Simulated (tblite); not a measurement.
Q: Write Cartesian coordinates for `O=C(O)C1=C[C]=CC=C1` [radical] as optimised with GFN2-xTB. (Doublet state.)

A: 
```
atom  x, y, z in Å
O1     2.4576   -1.2797   -0.1359
C2     1.9207   -0.2358    0.1408
O3     2.6147    0.8308    0.5657
C4     0.4641    0.0031    0.0518
C5    -0.0929    1.2467    0.3870
C6    -1.4425    1.3686    0.2730
C7    -2.2917    0.3833   -0.1392
C8    -1.7306   -0.8511   -0.4711
C9    -0.3657   -1.0318   -0.3742
H10    3.5589    0.6128    0.6026
H11    0.5462    2.0504    0.7162
H12   -3.3576    0.5377   -0.2100
H13   -2.3694   -1.6565   -0.8023
H14    0.0874   -1.9790   -0.6265
```

Any rigid rotation of these coordinates is as good. Atoms count from 1 in this order. The 2 C–O bonds span 1.206 Å (O1=C2, drawn double) to 1.342 Å (C2–O3, drawn single), a spread of 0.136 Å. Of the pairs four or more bonds apart, O3···H11 is among the closest relative to their van der Waals radii: 2.41 Å, 88 % of the sum of Bondi's values. The 7 C–C bonds span 1.360 Å (C5–C6, aromatic) to 1.479 Å (C2–C4, drawn single), a spread of 0.119 Å. C8 (carbon bonded to 2 C and H) is planar (angles 120.6°, 119.8° and 119.6°, sum 360.0°, 0.00 Å off the plane of its three neighbours).

Bonds between heavy atoms (Å): O1=C2 1.206, C2–O3 1.342, C2–C4 1.479, C4–C5 1.403, C5–C6 1.360, C6–C7 1.365, C7–C8 1.396, C8–C9 1.380, C4–C9 1.393.

The geometry is computed with GFN2-xTB (gas phase). This method treats the open shell by occupation alone, without spin polarisation.

Point group: Cs (every atom within 0.08 Å of its image). Its GFN2-xTB frequencies are all real (lowest 43 cm⁻¹). Torsions: O1–C2–O3–H 0°, O1–C2–C4–C5 180°. 2 starts were optimised and ended at 0.00 and 0.09 kcal/mol (GFN2-xTB); the lowest of these is shown.

One conformer stands for the species.
